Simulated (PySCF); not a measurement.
C3H5BN2O.

```xyz
12

C     -1.5889    -0.6967     0.0000
B     -0.1144    -1.2028     0.0000
O      0.1387    -2.5308     0.0000
C      1.1658    -0.2352     0.0000
N      1.2158     1.0471     0.0000
C      0.1513     1.8410     0.0000
N     -0.6827     2.6548     0.0000
H     -1.7894    -0.0542     0.8738
H     -2.3023    -1.5325     0.0000
H     -1.7894    -0.0542    -0.8738
H      1.0746    -2.7616     0.0000
H      2.1681    -0.7049     0.0000
```
Charge 0, spin multiplicity 1.

Coordinates come from a PBE0-D3(BJ)/def2-SVP optimisation. The structure was generated by enumeration; whether it is a known compound was not checked. One conformer was computed; it need not be the lowest.

The numbers are results of KT2/pcSseg-1 (PySCF), not measurements. Non-relativistic, no solvent.

**Question.** Give the absolute GIAO shielding of each atom: isotropic value and principal components (ppm). (An estimate is asked for; the answer gives what the named calculation found.)

**Answer.** 
```csv
atom,σ(iso),σ11,σ22,σ33,span
C1,179.6,166.7,184.5,187.6,21.0
B2,65.3,21.0,79.5,95.3,74.3
O3,142.7,-6.7,159.4,275.4,282.0
C4,-11.8,-153.0,2.1,115.6,268.6
N5,-116.7,-498.9,-59.4,208.1,706.9
C6,67.4,-38.5,-30.8,271.7,310.2
N7,-72.1,-150.8,-70.0,4.7,155.5
H8,30.2,26.0,29.1,35.4,9.4
H9,30.4,26.3,28.6,36.3,10.0
H10,30.2,26.0,29.1,35.4,9.4
H11,25.5,21.8,22.2,32.6,10.8
H12,23.0,18.6,23.0,27.3,8.7
```
